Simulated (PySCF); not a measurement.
Compound: H12OSi6.
InChI=1S/H12OSi6/c2-1-7-5-3-4-6-7/h7H,3-6H2,2H3

Computed with PySCF at CAM-B3LYP/def2-SVPD, non-relativistic, on one gas-phase PBE0-D3(BJ)/def2-SVP geometry that isn't relaxed in the solvent. The solvent is an IEF-PCM continuum (Bondi radii, 1.10 Å for H, scaled by 1.2), and excitations are vertical TDDFT with non-equilibrium linear response and a frozen core. Only the electrostatic response of the medium enters.

Gas-phase singlets (H = HOMO, L = LUMO):

```
state  E (eV)  λ (nm)      f  leading configurations
   S1   4.971     249  0.006                 H→L 95%
   S2   5.527     224  0.005               H-1→L 90%
   S3   6.190     200  0.001    H→L+1 56%, H-3→L 20%
   S4   6.215     199  0.005    H-2→L 74%, H-3→L 15%
   S5   6.301     197  0.006    H-3→L 48%, H→L+2 17%
```

**Question.** How does the list change in acetone (ε = 20.49)?

**Answer.** 
| state | E (eV) | λ (nm) | f | leading configurations | change by rank (eV) |
| --- | --- | --- | --- | --- | --- |
| S1 | 4.976 | 249 | 0.008 | H→L 95% | +0.005 |
| S2 | 5.530 | 224 | 0.008 | H-1→L 89% | +0.003 |
| S3 | 6.201 | 200 | 0.002 | H→L+1 49%, H-2→L 24% | +0.011 |
| S4 | 6.223 | 199 | 0.010 | H-3→L 52%, H-2→L 36% | +0.008 |
| S5 | 6.295 | 197 | 0.011 | H-2→L 25%, H-3→L 23% | -0.006 |

**Question.** How do the frontier levels move from gas to acetone?

**Answer.** 
```
orbital  gas (eV)  solvent (eV)  change (eV)
 LUMO+2      0.69          0.84        +0.15
 LUMO+1      0.51          0.68        +0.17
   LUMO     -0.28         -0.13        +0.15
   HOMO     -8.47         -8.33        +0.14
 HOMO-1     -8.97         -8.82        +0.15
 HOMO-2     -9.54         -9.40        +0.14
 HOMO-3     -9.56         -9.42        +0.14
```

The HOMO–LUMO gap goes from 8.19 to 8.20 eV. Rows go by rank; for HOMO-3 and HOMO-2 the atom shares or the degeneracy differ between the runs, so the row needn't follow one orbital.
